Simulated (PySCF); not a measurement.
# `F[C@@]12C=C[C@H]3C[C@@H]1[C@H]32`, C$_{7}$H$_{7}$F

Geometry:
| atom | x (Å) | y (Å) | z (Å) |
| --- | --- | --- | --- |
| F1 | -0.273 | -2.489 | 0.747 |
| C2 | -0.020 | -1.226 | 0.308 |
| C3 | 1.240 | -0.962 | -0.411 |
| C4 | 1.488 | 0.343 | -0.359 |
| C5 | 0.331 | 1.038 | 0.297 |
| C6 | -0.855 | 0.905 | -0.706 |
| C7 | -1.248 | -0.372 | 0.001 |
| C8 | -0.358 | -0.038 | 1.166 |
| H9 | 1.819 | -1.745 | -0.863 |
| H10 | 2.302 | 0.870 | -0.821 |
| H11 | 0.527 | 2.022 | 0.712 |
| H12 | -0.595 | 0.844 | -1.764 |
| H13 | -1.597 | 1.683 | -0.551 |
| H14 | -2.223 | -0.829 | -0.002 |
| H15 | -0.543 | -0.037 | 2.225 |

Computed with PySCF, GIAO B97-2/pcSseg-1 magnetisability, rotational g tensor and spin-rotation constants, non-relativistic, gas phase. Geometry: GFN2-xTB.

Problem. What are the magnetisability and the molar susceptibility?

Solution. Isotropic -1138 × 10⁻³⁰ J/T², or -68.5 × 10⁻⁶ cm³/mol; principal values -1333, -1172, -908 × 10⁻³⁰ J/T², anisotropy 371 × 10⁻³⁰ J/T² (root of half the summed squared differences of the principal values). The susceptibility is in cgs units.

Problem. Split it along the inertial axes a, b, c into diamagnetic and paramagnetic parts about the centre of mass, with the quadrupole moment.

Solution. 
| axis | χ (10⁻⁶ cm³/mol) | diamagnetic (10⁻⁶ cm³/mol) | paramagnetic (10⁻⁶ cm³/mol) | summed x² of all electrons (Å²) | quadrupole Θ (D Å) |
| --- | --- | --- | --- | --- | --- |
| a | -71.1 | -414.0 | 342.8 | 102.7 | -2.91 |
| b | -59.2 | -568.5 | 509.3 | 66.2 | +2.89 |
| c | -75.2 | -716.6 | 641.3 | 31.3 | +0.02 |

Anisotropies 2χaa − χbb − χcc = -7.8 and 2χbb − χaa − χcc = +28.0 × 10⁻⁶ cm³/mol. Θ is traceless in Buckingham's convention.

Problem. And the rotational g tensor?

Solution. 
```
axis  rotational constant (GHz)        g  nuclear part  electronic part
   a                     3.8791  -0.0155        0.6093          -0.6248
   b                     2.4296  -0.0272        0.5541          -0.5814
   c                     1.8710  -0.0054        0.5583          -0.5637
```
Asymmetric top; isotopes 12C, 19F, 1H; no vibrational averaging.
